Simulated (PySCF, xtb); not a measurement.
CH4Si, SMILES C=[SiH2].

Harmonic wavenumbers (cm⁻¹) from GFN2-xTB (xtb 6.7.1) at its own minimum, in rising order: 395, 425, 444, 629, 770, 811, 1118, 1412, 2286, 2320, 3076, 3103.

**Question.** What does r2SCAN-D4/def2-TZVP (PySCF) give at its own minimum? (Estimate from the structure and the level; the computed values follow.)

**Answer.** 454, 471, 740, 768, 825, 937, 1000, 1385, 2254, 2277, 3152, 3244. Paired by order, the mean absolute difference is 96 cm⁻¹ and the zero-point energies are 24.0 and 25.0 kcal/mol.
